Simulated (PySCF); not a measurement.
First SCF of a structure search on quartet Cu₃, at a hand-made equilateral triangle geometry. PySCF input:

```python
from pyscf import gto, scf, dft
mol = gto.M(atom='''
Cu     0.646630    -1.120000     0.000000
Cu    -1.293270     0.000000     0.000000
Cu     0.646630     1.120000     0.000000''',
    basis={'Cu': 'def2-TZVP'},
    charge=0, spin=3)
mf = dft.UKS(mol, xc='PBE')
mf.grids.atom_grid = (50, 194)
aux = {'Cu': 'def2-universal-JKFIT'}
mf = mf.density_fit(auxbasis=aux)
mf.conv_tol = 1e-08
mf.diis_space = 10
mf.max_cycle = 60
mf.init_guess = 'minao'
mf.verbose = 4
mf.kernel()
```

Excerpt of the output (cycles alone):

```
init E= -4919.93066456519
cycle= 1 E= -4904.03807239345  delta_E= 15.9  |g|= 8.81  |ddm|= 5.87
cycle= 2 E= -4892.23613859353  delta_E= 11.8  |g|= 12.7  |ddm|= 12.3
cycle= 3 E= -4918.43148223879  delta_E= -26.2  |g|= 3.17  |ddm|= 6.61
cycle= 4 E= -4920.571148565  delta_E= -2.14  |g|= 0.989  |ddm|= 5.47
cycle= 5 E= -4920.77461057802  delta_E= -0.203  |g|= 0.266  |ddm|= 0.469
cycle= 6 E= -4920.78088169708  delta_E= -0.00627  |g|= 0.17  |ddm|= 0.164
cycle= 7 E= -4920.75022355979  delta_E= 0.0307  |g|= 0.395  |ddm|= 0.35
cycle= 8 E= -4920.78857428702  delta_E= -0.0384  |g|= 0.0243  |ddm|= 0.292
cycle= 9 E= -4920.7886555857  delta_E= -8.13e-05  |g|= 0.00944  |ddm|= 0.014
cycle= 10 E= -4920.78866934896  delta_E= -1.38e-05  |g|= 0.00568  |ddm|= 0.00993
cycle= 11 E= -4920.78867990052  delta_E= -1.06e-05  |g|= 0.00166  |ddm|= 0.00609
cycle= 12 E= -4920.78868073496  delta_E= -8.34e-07  |g|= 0.000219  |ddm|= 0.00178
cycle= 13 E= -4920.78868074868  delta_E= -1.37e-08  |g|= 6.08e-05  |ddm|= 0.00022
cycle= 14 E= -4920.78868074412  delta_E= 4.56e-09  |g|= 0.00015  |ddm|= 0.000117
cycle= 15 E= -4920.78868074946  delta_E= -5.34e-09  |g|= 1.75e-05  |ddm|= 9.51e-05
Extra cycle  E= -4920.78868073632  delta_E= 1.31e-08  |g|= 0.000228  |ddm|= 0.000167
converged SCF energy = -4920.78868073632  <S^2> = 3.7562778  2S+1 = 4.0031377
```

No lower solution of this spin was found from smeared starts or by a stability analysis within the unrestricted form.

Other spin states or occupations of the open shell can lie lower.

The search for the lowest solution, 3 starts and the stability check together, took 52 s on 4 threads of a shared Intel Xeon 6975P-C (Granite Rapids) host, with 135 basis functions; the process peaked at 0.45 GiB.
